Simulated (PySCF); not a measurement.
# One molecule, several mistakes: AlCH4O cation

These are calculations, not measurements. They come from PySCF 2.14.0, an open-source quantum chemistry program, on an isolated molecule that a program drew, which may never have been made. The molecule is AlCH4O cation (charge +1, singlet), drawn as the SMILES string `C[O][AlH+]`.

Each row is a Hartree-Fock (HF) and frozen-core CCSD(T) single point in the cc-pV(D+d)Z basis, meant for a local HF minimum. Run 1 is clean. Each other run has one planted mistake out of seven kinds, and not every kind appears here: one electron removed, one electron added, multiplicity raised by two, geometry at a saddle point, minimal basis STO-3G, one bond length entered in bohr, all coordinates scaled. The reference is restricted for singlets and unrestricted otherwise, and also for a bond in bohr. Adding or removing an electron swaps singlet and doublet. Electrons count all cores. HOMO and LUMO are orbital energies over both spins, the gradient is its largest component, and the lowest frequency (negative if imaginary) is given only where the gradient is small. Bond lengths are over the 6 bonds as drawn. T1 is the CCSD diagnostic: over 0.02 (restricted) or 0.045 (unrestricted) a single reference is doubtful.

Geometry of the clean run:
```xyz
7
AlCH4O cation, angstrom
C    -0.1365   -0.8302   -0.2038
O     0.9701   -0.7987   -1.1097
Al    2.1982   -0.7637   -2.1154
H    -1.0278   -0.5230   -0.7419
H     0.0706   -0.1457    0.6129
H    -0.2458   -1.8443    0.1674
H     3.3856   -0.7300   -3.0876
```

| run | electrons | basis functions | <S^2> | HOMO (eV) | LUMO (eV) | gradient (hartree/bohr) | lowest frequency (cm^-1) | mean bond (Å) | longest bond (Å) | T1 | HF (hartree) | CCSD(T) (hartree) | mistake |
|---|---|---|---|---|---|---|---|---|---|---|---|---|---|
| 1 | 30 | 71 | 0.000 | -17.97 | -4.11 | 3.1e-05 | 166 | 1.3016 | 1.588 | 0.0169 | -356.74928 | -357.15974 | no fault |
| 2 | 30 | 71 | 0.000 | -17.28 | -4.66 | 5.2e-02 | - | 1.4201 | 1.732 | 0.0216 | -356.70364 | -357.12947 | all coordinates scaled |
| 3 | 30 | 71 | 2.018 | -11.42 | -7.20 | 1.3e-01 | - | 1.3016 | 1.588 | 0.0313 | -356.56489 | -356.94811 | multiplicity raised by two |
| 4 | 29 | 71 | 0.762 | -25.80 | -14.06 | 9.7e-02 | - | 1.3016 | 1.588 | 0.0471 | -356.16331 | -356.53863 | ? |
| 5 | 30 | 23 | 0.000 | -15.36 | 0.76 | 3.7e-02 | - | 1.3016 | 1.588 | 0.0253 | -352.43962 | -352.60400 | ? |

**Which mistake was planted in run 4, and what did it cost?**

It counts 29 electrons, one fewer than the clean run, at the same geometry and basis. So the mistake is: one electron removed. Subtracting run 1 and multiplying by 627.51 kcal/mol a hartree, the energy moved by 367.7 kcal/mol in HF and 389.8 kcal/mol in CCSD(T).

**Which mistake was planted in run 5, and what did it cost?**

It has 23 basis functions where the clean run has 71, with the same electrons and geometry. So the mistake is: minimal basis STO-3G. Subtracting run 1 and multiplying by 627.51 kcal/mol a hartree, the energy moved by 2704.4 kcal/mol in HF and 2858.8 kcal/mol in CCSD(T).

Cautions from the logs. Run 2: T1 is over the limit, so its CCSD(T) energy is less reliable; run 4: T1 is over the limit, so its CCSD(T) energy is less reliable; run 5: T1 is over the limit, so its CCSD(T) energy is less reliable.
